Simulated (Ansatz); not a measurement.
```xyz
9

Cl    1.296   -1.794   -0.905
C    -0.083   -0.840   -0.377
C     0.016   -0.160    0.975
Ge   -0.116    1.105   -0.501
H    -1.006   -1.372   -0.574
H    -0.811   -0.309    1.662
H     0.989   -0.208    1.453
H    -1.449    1.779   -0.801
H     1.165    1.800   -0.932
```

Total charge 0; spin multiplicity 1.

Question: List the PBE/def2-TZVPP orbital energies in eV (Ansatz). (Estimate.)

Answer: Ansatz gave: Occupied: -10804.56, -2738.83, -1337.93, -1191.35, -1191.34, -1191.33, -270.61, -269.37, -249.37, -190.15, -189.85, -189.85, -162.52, -113.98, -113.95, -113.94, -29.84, -29.81, -29.77, -29.75, -29.70, -21.44, -18.79, -14.51, -13.37, -11.72, -10.85, -9.43, -8.90, -8.67, -7.52, -6.68, -5.56. Lowest empty: -0.92, -0.34, -0.19, 0.34, 1.42, 1.83, 2.10, 2.63.
